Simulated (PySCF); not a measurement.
Species: C₆H₁₃NOSi.
SMILES with atom numbers: `[CH3:1]/[N:2]=[CH:3]/[C@@H:4]1[CH2:5][O:6][CH2:7][CH2:8][SiH2:9]1` (hydrogens: H10, H11, H12 on C1; H13 on C3; H14 on C4; H15, H16 on C5; H17, H18 on C7; H19, H20 on C8; H21, H22 on Si9)

Computed with PySCF at PBE0/pcSseg-1, non-relativistic, on one gas-phase PBE0-D3(BJ)/def2-SVP geometry that isn't relaxed in the solvent. The solvent is an IEF-PCM continuum (cavity from Bondi-type radii × 1.2). Only the electrostatic response of the medium enters.

Gas phase at PBE0/pcSseg-1: HOMO -7.13 eV, LUMO -0.13 eV, dipole 1.88 D.

Question: What does the continuum do to the energy, the frontier levels and the dipole at PBE0/pcSseg-1 in acetonitrile?

Answer: 
| solvent | ε | E(solvent) − E(gas) (kcal/mol) | polarisation term (kcal/mol) | distortion of the solute (kcal/mol) | HOMO (eV) | LUMO (eV) | dipole (D) |
| --- | --- | --- | --- | --- | --- | --- | --- |
| acetonitrile | 35.69 | -5.89 | -6.96 | 1.07 | -7.24 | -0.12 | 2.81 |

The first energy column is the sum of the next two and covers electrostatics alone.

Question: Which radius a makes the point-dipole formula ΔE = −[(ε − 1)/(2ε + 1)]·μ²/a³ give the value in acetonitrile, with the gas-phase dipole?

Answer: μ = 0.739 au and |ΔE| = 0.00939 Eh give a = 1.60 Å; the farthest nucleus lies 4.62 Å from the centroid of the nuclei, so such a sphere wouldn't even hold the nuclei. The formula assumes a rigid point dipole at the centre of a sphere.

Question: Which ESP-fitted charges (PBE0/pcSseg-1) respond most in acetonitrile (means over atoms taken as equivalent)?

Answer: 
```csv
atoms,environment,gas (e),solvent (e),change
N2,imine nitrogen,-0.551,-0.650,-0.099
C3,imine carbon,+0.336,+0.385,+0.049
O6,cyclic ether oxygen,-0.429,-0.475,-0.046
C8,sp3 carbon bound to silicon,-0.317,-0.281,+0.036
H13,hydrogen on a C=N carbon,-0.001,+0.019,+0.020
H17,methylene hydrogen,+0.009,+0.025,+0.016
H15,methylene hydrogen,-0.003,+0.012,+0.015
C5,sp3 carbon bound to oxygen,+0.142,+0.155,+0.013
```

Question: How do the nuclear quadrupole coupling constants eQVzz/h respond in acetonitrile?

Answer: 
```
  nucleus  Q (barn)  gas (MHz)  solvent (MHz)  η gas  η solvent
14N at N2   0.02044      -5.15          -4.94   0.28       0.25
17O at O6   -0.0256     -12.07         -11.89   0.92       0.92
```
